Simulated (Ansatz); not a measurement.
`C[O][In]([F])[Cl]` + H–F → `[F][In]([F])[Cl]` + CH₃OH at 298.15 K and 1 bar (ligand exchange at the In–O bond).

Gas-phase electronic energies from Ansatz, PBE0-D4/def2-TZVP geometries. CCSD(T)/CBS is the MP2 limit (def2-TZVPP, def2-QZVPP) plus CCSD(T) − MP2 in def2-TZVPP, frozen cores. This one scheme is used for every species. def2 core potentials past Kr. For In outer-core shells are correlated without core-valence functions, which leaves a few kJ/mol of doubt a bond. Each species was taken in one conformer, which may not be the lowest.

```tsv
species	CCSD(T)/CBS energy (Eh)	H − E (kJ/mol)	S (J/(mol·K))
`C[O][In]([F])[Cl]`	-864.49222	138.7	393.1
H–F	-100.39570	33.5	173.6
`[F][In]([F])[Cl]`	-849.27843	28.9	328.9
CH₃OH	-115.61712	146.3	238.2
```

H − E and S are ideal-gas, rigid-rotor, harmonic terms from PBE0-D4/def2-TZVP, for one conformer and one mirror image of each species. 1 Eh = 2625.50 kJ/mol, R = 8.31446 J/(mol·K).

Q: By hand: ΔE, ΔH, ΔS and ΔG.

A: ΔE = (-849.27843) + (-115.61712) − (-864.49222) − (-100.39570) = -0.00763 Eh = -20.0 kJ/mol. Δ(H − E) = 28.9 + 146.3 − 138.7 − 33.5 = 3.0, so ΔH = -17.0 kJ/mol. ΔS = 328.9 + 238.2 − 393.1 − 173.6 = 0.4 J/(mol·K). ΔG = -17.0 − 298.15 × (0.4)/1000 = -17.1 kJ/mol.

Q: By hand: the equilibrium constant, and the temperature at which ΔG would vanish if ΔH and ΔS stayed fixed.

A: log₁₀ K = −ΔG/(RT ln 10) = 3.0. ΔH and −TΔS have one sign here, so there is no such temperature.

The number of gas molecules stays the same, so ΔS is small and ΔH decides. A doubt of 5 kJ/mol in ΔE shifts log₁₀ K by 0.9 here. Other conformers and mirror images would add mixing entropy, several J/(mol·K) or more a flexible species. Modes under 60 cm⁻¹, often nearly free rotors, make the harmonic entropy too high. These are equilibria of isolated gas molecules and say nothing of rates. Largest T1 diagnostic: 0.016 (customary marks: 0.02 for closed shells, 0.045 for open ones).

ΔS is within the doubt of such terms, so its sign, and with it that verdict, could turn.
